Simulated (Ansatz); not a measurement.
# Match the barriers

Saddle point of SiH5OF3, closed shell (SiH₂F₂ ([F][SiH2][F]) + H₂O + HF → SiH₂OF₂ ([OH][SiH]([F])[F]) + HF + H₂; bonds formed: Si1–O7, H2–H8, H6–F9; bonds broken: Si1–H2, H6–O7, H8–F9), PBE0-D4/def2-TZVP structure:

```xyz
10
angstrom
Si -0.6272 0.4203 -0.6158
H -0.9769 -0.7931 0.5104
F -0.0398 1.5346 -1.6443
F -1.3811 1.4193 0.3678
H -1.3614 -0.3987 -1.5923
H 1.1583 -0.5357 0.7343
O 1.0453 0.0154 -0.1914
H -0.2666 -1.0625 1.1896
F 0.7211 -1.2301 1.7199
H 1.7284 0.6304 -0.4780
```

Program: Ansatz 0.2.0. Basis: def2-TZVPP, with def2-QZVPP for the basis limit. Cores are frozen in the correlated methods. Extrapolation: Hartree–Fock as exp(−7.88 √X), correlation as X^−2.97. Four methods, as single points on the PBE0-D4 structures, gave these electronic barriers from the start structure: 0.12, 16.91, 21.50, 38.13 kcal/mol.

Task: The methods were, in alphabetical order, HF, MP2, PBE0-D4, SPW92. Which gave which? (Judge from chemistry; the calculation decides.)

Result: Computed: SPW92 0.12; PBE0-D4 16.91; MP2 21.50; HF 38.13 kcal/mol. For comparison, CCSD(T) at an estimated basis limit (MP2 extrapolated from triple and quadruple zeta, plus CCSD(T) − MP2 in triple zeta) gives 22.72 kcal/mol.

T1 diagnostic: at most 0.012.

Labels in which every atom is bracketed show which atoms are joined, not bond orders.

For scale, one of the runs: CCSD(T)/def2-TZVPP, 236 basis functions, launched by `ansatz run in.yaml --threads 8 --pin off --events-out ev --progress --plain --max-ram 19148MiB`. Hardware: 8 CPU threads of an Intel Xeon 6975P-C, shared host. Wall time 22 s; peak host memory 5.3 GiB.
